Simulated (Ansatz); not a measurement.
C₄H₈OSi, SMILES C[SiH]1CC(=O)C1.

Geometry optimised at r2SCAN-D4/def2-SVP. This is a generated structure with no PubChem entry under its InChIKey; it may be hypothetical.

Two levels are set side by side: PBE/def2-SVPD (Ansatz, a program for electronic structure) and CAM-B3LYP/def2-SVPD (Ansatz). Energy differences of separate SCF runs at the same geometry; the states with an electron removed or added have multiplicity 2 and 2. Differences are taken from unrounded values.

| quantity | CAM-B3LYP |
|---|---|
| vertical ionisation energy (eV) | 9.22 |
| vertical singlet–triplet gap (eV) | 3.80 |

Task: What does PBE give, and how far is it from CAM-B3LYP? (An estimate is asked for; the answer gives what the named calculation found.)

Result: 
```tsv
quantity	PBE	PBE minus CAM-B3LYP
vertical ionisation energy (eV)	8.87	-0.34
vertical singlet–triplet gap (eV)	3.69	-0.11
```
